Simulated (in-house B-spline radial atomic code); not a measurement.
Configurations of the selenium ion Se³⁺, with energies counted from [Ar] 3d10 4s2 4p1. All numbers are computed (scalar-relativistic (X2C) TPSSh, spin-polarised, spherical fractional occupations; Fermi nucleus of rms radius 4.14 fm) with a B-spline radial code for spherical atoms, not measured. Shells without spins written out take the highest spin.

Caution: exact exchange at fractional occupations of open shells leaves self-interaction of up to several eV.

Occupations are held fixed; configurations that lie above the ionisation limit could autoionise.

```tsv
configuration	E - E(ref) (eV)	highest orbital	its <r> (bohr)
[Ar] 3d10 4s1 4p2	9.8422	4p up	1.854
[Ar] 3d10 4s2 4d1	17.485	4d up	2.617
[Ar] 3d10 4s2 5f(0 up, 1 down)	32.77	5f down	7.334
[Ar] 3d10 4s(1 up, 0 down) 4p(0 up, 1 down) 5f(1 up, 0 down)	46.838	5f up	7.263
[Ar] 3d9 4s2 4p1 4f1	90.014	4f up	4.016
[Ne] 3s2 3p5 3d10 4s2 4p2	159.94	4p up	1.787
[Ne] 3s2 3p5 3d10 4s2 4p1 5d1	191.87	5d up	5.049
```

Problem. Order these further configurations by energy, lowest first.
A. [Ar] 3d10 4s2 5d1
B. [Ar] 3d9 4s2 4p1 5d1
C. [Ar] 3d10 4s2 5p1
D. [Ne] 3s2 3p(2 up, 3 down) 3d10 4s2 4p(0 up, 1 down) 5s(1 up, 0 down)
E. [Ne] 3s2 3p5 3d10 4s2 4p1 4f1

Solution. C (22.494 eV), A (28.177 eV), B (89.867 eV), D (182.13 eV), E (192.02 eV).

Problem. How far above the reference does [Ar] 3d9 4s2 4p1 5s1 lie?

Solution. 79.917 eV; its least bound orbital is 5s up with <r> = 3.443 bohr.

Problem. How far above the reference does [Ar] 3d10 4s(1 up, 0 down) 4p(1 up, 0 down) 5s(1 up, 0 down) lie?

Solution. 30.249 eV; its least bound orbital is 5s up with <r> = 3.511 bohr.
